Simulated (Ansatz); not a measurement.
Calculated with Ansatz (gas phase, PBE0-D4/def2-TZVP geometries, no zero-point term in ΔE). CCSD(T)/CBS is the MP2 limit (def2-TZVPP, def2-QZVPP) plus CCSD(T) − MP2 in def2-TZVPP, frozen cores. This one scheme is used for every species. Functionals use def2-TZVPP. For Sc outer-core shells are correlated without core-valence functions, which leaves a few kJ/mol of doubt a bond. Scalar relativity is left out up to krypton. Each species was taken in one conformer, which may not be the lowest.

Reaction (ligand exchange at the Sc–N bond): `[NH2][Sc]([Cl])[O][SiH3]` + H–F → `[F][Sc]([Cl])[O][SiH3]` + NH₃

CCSD(T)/CBS gives -111.5 kJ/mol.

(1) Another level gave -124.3 kJ/mol. Which?
A. MP2/def2-TZVPP
B. LC-ωPBE/def2-TZVPP
C. revPBE/def2-TZVPP
D. PBE0-D4/def2-TZVPP

Largest T1 diagnostic among the species: 0.015.

Answers

(1) C. revPBE -124.3, PBE0-D4 -117.1, MP2/def2-TZVPP -113.0, LC-ωPBE -129.2 kJ/mol.

From r2SCAN to r2SCAN0 (25 % exact exchange), in def2-TZVPP and without D4, ΔE moves by +3.5 kJ/mol. The D4 term adds +4.8 kJ/mol with B3LYP and +2.8 kJ/mol with PBE0; it sums over pairs of atoms, weighted by their polarisabilities, and B3LYP, whose exchange is more repulsive, gets the larger term.

CCSD(T)/CBS has its own doubt, a few kJ/mol and more with outer-core shells, so smaller differences from it don't rank the levels.

B3LYP here is the variant with VWN-RPA as its local correlation; programs differ in this.
